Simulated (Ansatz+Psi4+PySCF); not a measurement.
The numbers below are computed, except where a source is named.
Input for PySCF 2.14.0:

```python
from pyscf import gto, scf, mp

mol = gto.M(atom="""
Be 0.000000 0.000000 0.269650
H 0.000000 0.000000 -3.775160
""", basis={'Be': 'cc-pcvtz', 'H': 'cc-pvtz'}, charge=0, spin=1)
mf = scf.UHF(mol)
mf.kernel()
pt = mp.MP2(mf, frozen=None).run()
print(mf.e_tot, pt.e_corr, pt.e_tot)
```

The script is written out from the run's settings.

Output:

| Property | Result |
| --- | --- |
| Converged | yes |
| Reference energy | -15.07253 hartree |
| Correlation energy | -0.06940 hartree |
| Total energy | -15.14193 hartree |
| Spin squared of the determinant | 0.753 |

Messages of the program:
```
WARN: HOMO -0.182309021103015 >= LUMO -0.182309021103015
WARN: HOMO -0.182309021103015 >= LUMO -0.182309021103015
```

The reference isn't the lowest determinant (another lies 0.01 eV lower), but the same method gives a higher total on the lower determinant. Caution: bonds are stretched, where a single reference can fail.
